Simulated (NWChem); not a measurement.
CH3FSZr; SMILES [CH3][Zr](=[S])[F]

```xyz
7

Zr    -0.0784     0.2330     0.2391
S     -0.1834    -1.9472    -0.0806
F     -1.4878     1.1724    -0.6444
C      1.8559     0.8707    -0.6189
H      2.0089     1.9610    -0.5022
H      1.8846     0.6476    -1.7003
H      2.7130     0.3398    -0.1678
```
Atoms are numbered in this order, from 1.

Level: PBE0/def2-SVP with def2 effective core potentials on Zr (NWChem), optimised geometry, unscaled harmonic frequencies. def2 effective core potentials on Zr; no spin-orbit coupling.

```tsv
frequency (cm⁻¹)	IR intensity (km/mol)
101	4.0
119	13.9
147	0.1
163	4.9
416	37.3
504	45.8
519	39.4
568	56.5
676	152.9
1159	12.5
1385	9.4
1398	8.0
3013	2.9
3117	6.3
3132	1.2
```

```yaml
zero_point_energy: 23.5 kcal/mol
thermal correction to the enthalpy at 298.15 K (with zero-point energy): 28.2 kcal/mol
heat capacity Cv: 19.9 cal/(mol K)
entropy at 298.15 K and 1 atm (symmetry number 1): 82.9 cal/(mol K)
```

Rigid rotor and harmonic oscillator.
